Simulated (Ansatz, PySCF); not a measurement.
Molecule: sum formula BHCl (charge +1, singlet). 
Geometry from a B3LYP-D3(BJ)/def2-TZVP (Ansatz, a program for electronic structure) optimisation:
```
B
H 1 1.1707
Cl 1 1.5923 2 180.00
```
Charge +1, spin multiplicity 1.

Total electronic energies in hartree. Valence correlation only, unless marked. Spin-orbit coupling is left out. Non-relativistic unless marked X2C. CBS(X,Y): correlation extrapolated as X^-3; Hartree-Fock from the larger set (for Q and 5 zeta extrapolated as (X+1)exp(-9√X)). [CCSD(T)-MP2]/basis is that difference in the basis named.

```
level                                                                 program  energy (Eh)
-------------------------------------------------------------  --------------  -----------
HF/cc-pV(D+d)Z                                                         Ansatz   -484.47145
SVWN5/def2-TZVPD                                                        PySCF   -483.55584
revPBE-D3(BJ)/def2-TZVPD                                       Ansatz + dftd3   -485.25217
M06-L-D4/def2-TZVPD                                             PySCF + dftd4   -485.33192
r2SCAN-D3(BJ)/def2-TZVPD                                       Ansatz + dftd3   -485.28675
B3LYP-D4/def2-TZVPD                                            Ansatz + dftd4   -485.35804
r2SCAN0-D4/def2-TZVPD                                          Ansatz + dftd4   -485.28104
MN15/def2-TZVPD                                                         PySCF   -485.21275
HSE06-D3(BJ)/def2-TZVPD                                        Ansatz + dftd3   -485.13729
HSE06/def2-TZVPD                                                       Ansatz   -485.13641
MP2/aug-cc-pV(D+d)Z                                                    Ansatz   -484.68247
MP2/aug-cc-pV(T+d)Z                                                    Ansatz   -484.75736
MP2/cc-pV(T+d)Z                                                        Ansatz   -484.75286
RI-MP2/cc-pV(Q+d)Z                                                     Ansatz   -484.78066
RI-MP2/def2-QZVPPD                                                     Ansatz   -484.78166
CCSD/def2-TZVPP                                                        Ansatz   -484.76938
CCSD/def2-QZVPP                                                        Ansatz   -484.80341
CCSD/CBS(def2-TZVPPD,def2-QZVPPD)                                      Ansatz    -484.8178
CCSD(T)/cc-pV(T+d)Z                                                    Ansatz   -484.79023
CCSD(T)/cc-pV(5+d)Z                                                    Ansatz   -484.82525
X2C-CCSD(T)/cc-pVTZ-DK                                                 Ansatz   -486.20308
RI-MP2/CBS(cc-pV(T+d)Z,cc-pV(Q+d)Z)+[CCSD(T)-MP2]/cc-pV(T+d)Z          Ansatz    -484.8346
CCSD(T)/CBS(cc-pV(Q+d)Z,cc-pV(5+d)Z)                                   Ansatz    -484.8330
```

Totals of different functionals don't rank their quality; only differences between species are comparable.
